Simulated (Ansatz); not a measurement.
Reaction (hydrogenolysis of the Si–C bond): `O[SiH]([SiH3])CCl` + H₂ → `O[SiH2][SiH3]` + `CCl`

Gas-phase electronic energies from Ansatz, PBE0-D4/def2-TZVP geometries. CCSD(T)/CBS is the MP2 limit (def2-TZVPP, def2-QZVPP) plus CCSD(T) − MP2 in def2-TZVPP, frozen cores. This one scheme is used for every species. Functionals use def2-TZVPP. B3LYP here is the variant with VWN-RPA as its local correlation; programs differ in this. One conformer a species, not always the lowest.

CCSD(T)/CBS gives -15.1 kJ/mol.

(1) Another level gave -31.9 kJ/mol. Which?
A. B3LYP/def2-TZVPP
B. CCSD/def2-TZVPP
C. HF/def2-TZVPP
D. r2SCAN-D4/def2-TZVPP

Largest T1 diagnostic among the species: 0.012.

Results:

(1) A. B3LYP -31.9, r2SCAN-D4 -14.2, CCSD/def2-TZVPP -23.8, HF/def2-TZVPP -46.7 kJ/mol.

The D4 term adds +14.5 kJ/mol with B3LYP and +8.1 kJ/mol with PBE0; it sums over pairs of atoms, weighted by their polarisabilities, and B3LYP, whose exchange is more repulsive, gets the larger term. From PBE to PBE0 (25 % exact exchange), in def2-TZVPP and without D4, ΔE moves by −3.0 kJ/mol. In def2-TZVPP, CCSD(T) changes the Hartree–Fock value by +28.7 kJ/mol (the triples alone add +5.8 kJ/mol) and MP2 by +34.8 kJ/mol.
